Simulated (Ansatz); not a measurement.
Other settings, tried on the cluster Na₃Sn⁻ (the lowest singlet isomer of a short search).

```yaml
crystal:
  periodic: [false, false, false]
  atoms:
    - {symbol: Na, position_ang: [1.033243, -1.345430, -1.469159]}
    - {symbol: Na, position_ang: [1.049518, 1.938475, 0.421440]}
    - {symbol: Na, position_ang: [-0.853451, -1.032229, 1.800112]}
    - {symbol: Sn, position_ang: [-1.229309, 0.439193, -0.752392]}
basis:
  gaussian: {orbitals: def2-mTZVP}
total_charge: -1
hamiltonian: {xc: {name: B2PLYP}}
output: {forces: true}
```

```sh
$ ansatz run in.yaml --threads 4 --pin off --events-out ev --progress --plain --max-ram 3916MiB
```

Output, abridged:

```
Functional definition: B2PLYP
910 factors; integrals over basis functions are off by at most 1.5e-4 eV
mean field evaluation 1: about -19062.5652 eV, gradient 7.2e0 eV
mean field evaluation 2: about -19062.6688 eV, gradient 7.1e0 eV
mean field evaluation 4: about -19062.7581 eV, gradient 1.5e0 eV
mean field evaluation 8: about -19062.7756 eV, gradient 4.2e-2 eV
mean field evaluation 16: about -19062.7757 eV, gradient 6.4e-5 eV
mean field -19062.77570407 eV, -700.5440859111 hartree, gradient 3.4e-6 eV, S^2 0.000000; 0 other end points of the search recorded, 0 dependent functions left out; unrestricted orbitals would lower it
7 core orbitals not correlated: weight in the atoms' cores, before any rotation towards them, 1.000 or more for the frozen orbitals, at most 0.000 for the correlated occupied ones
reference -19062.77582781 eV, -700.5440904583 hartree; 21, 21 occupied and 50, 50 virtual orbitals, 910 factors
second order -14.34778737 eV of doubles, -0.00000000 eV of singles
Total energy: -19066.64973040 eV, -700.6864537527 hartree
Atom 0 at     1.033243    -1.345430    -1.469159 Å, force     0.068477    -0.064557    -0.045451 eV/Å
Atom 1 at     1.049518     1.938475     0.421440 Å, force     0.068820     0.070980     0.032572 eV/Å
Atom 2 at    -0.853451    -1.032229     1.800112 Å, force    -0.010505    -0.051233     0.089116 eV/Å
Atom 3 at    -1.229309     0.439193    -0.752392 Å, force    -0.126792     0.044809    -0.076238 eV/Å
Dipole moment:     0.105307    -0.037632     0.064459 e Å
```

Run time 2.8 s (4 threads of Arm Neoverse V2 on a shared host).

In the def2 sets Sn takes a core potential; there is no spin–orbit coupling. Correlated methods freeze 7 core orbitals; core or outer-core shells of Na, Sn are correlated, in sets that lack core-valence functions. The highest occupied level of an anion often lies above zero with these methods, and sets without diffuse functions describe the outer electron poorly. The restricted singlet is unstable: a solution with broken spin symmetry lies lower.

The dipole of an ion depends on the origin.
